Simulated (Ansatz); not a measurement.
Gas-phase electronic energies from Ansatz, PBE0-D4/def2-TZVP geometries. CCSD(T)/CBS adds triple-zeta CCSD(T) − MP2 to the extrapolated MP2 energy (def2 sets, frozen cores). This one scheme is used for every species, atoms too. DFT in def2-TZVPP. Open shells (•) are unrestricted, without spin–orbit coupling. Spin–orbit coupling would lower the free atoms: a little for C, O; clearly for Ge. Bonds to Ge are less sure, by a few kJ/mol each and by 10 to 20 or more in all where they break to atoms, as the def2 sets lack core-valence functions. Scalar relativity is left out up to krypton. Each species was taken in one conformer, which may not be the lowest.

Reaction (atomization): `[CH2][GeH2][OH]`• → C• + Ge• + 5 H• + O•

`[CH2][GeH2][OH]`•:

Z-matrix (Å, degrees):
```
Ge
O 1 1.784
C 1 1.908 2 103.9
H 1 1.546 2 109.6 3 -120.5
H 1 1.546 2 109.6 3 120.6
H 2 0.959 1 112.9 3 -179.5
H 3 1.084 1 120.5 2 0.8
H 3 1.084 1 122.8 2 -179.2
```

```tsv
species	LC-ωPBE energy (Eh)
`[CH2][GeH2][OH]`•	-2193.00758
C•	-37.82224
Ge•	-2076.63402
H•	-0.50601
O•	-75.04943
```

Problem. Work out ΔE.

Solution. ΔE = 5 × (-0.50601) + (-37.82224) + (-2076.63402) + (-75.04943) − (-2193.00758) = 0.97184 Eh = +2551.6 kJ/mol. CCSD(T)/CBS gives +2573.4 kJ/mol.

Largest T1 diagnostic among the species: 0.012.

From r2SCAN to r2SCAN0 (25 % exact exchange), in def2-TZVPP and without D4, ΔE moves by −40.7 kJ/mol: exact exchange takes away binding that semilocal exchange gives to molecules. The D4 term adds +18.7 kJ/mol with B3LYP and +9.6 kJ/mol with PBE0; it sums over pairs of atoms, weighted by their polarisabilities, and B3LYP, whose exchange is more repulsive, gets the larger term.

B3LYP here is the variant with VWN-RPA as its local correlation; programs differ in this.

For atomizations the MP2-based limit and the directly extrapolated one differ by several kJ/mol either way, and by 10 to 25 for some Ge, Se and Sn compounds, so smaller differences from it don't rank the levels.
